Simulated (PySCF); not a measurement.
# Ionising GeSe

RHF-CCSD(T); Ge cc-pVDZ-PP with ECP10, Se cc-pVDZ-PP with ECP10; scalar-relativistic core potentials (PySCF 2.14). Neutral (RHF): singlet (closed shell), Re = 2.170 Å, ωe = 396 cm⁻¹, De = 4.63 eV.

GeSe⁺ (UHF): doublet (π ↑), Re = 2.320 Å, ωe = 315 cm⁻¹, De = 3.05 eV to Ge⁺ + Se. The energies at the minima are -665.53164 hartree for GeSe and -665.18984 for GeSe⁺.

Task: Work out the adiabatic ionisation energy, without and with harmonic zero-point energies (1 hartree = 27.2114 eV, 1 eV = 8065.5 cm⁻¹), and the change of the bond length.

Result: At CCSD(T): 0.34180 hartree = 9.301 eV between the minima; the zero-point term (315.0 − 396.0)/2 cm⁻¹ = -0.005 eV makes it 9.296 eV. Re changes by +15.0 pm against the neutral. The electron leaves a π orbital, and the longer bond of the ion fits a bonding orbital, or a change in how ionic the bond is.

Correlated steps freeze 8 core orbitals. Correlated levels converge slowly with the basis: in double zeta they bind strong bonds too weakly, by up to about 1 eV, and carry superposition errors of some tenths. Spin–orbit coupling is left out. For an ion De counts to the pair picked by the measured ionisation energies or electron affinities, which need not be the lowest pair at this level. Where the molecule has an RHF reference, its open-shell atoms are computed with UHF. States were picked by a PBE0 search and need not be the measured ground states.

Neutral and ion stand on different kinds of reference determinant, which adds to the error of the difference.
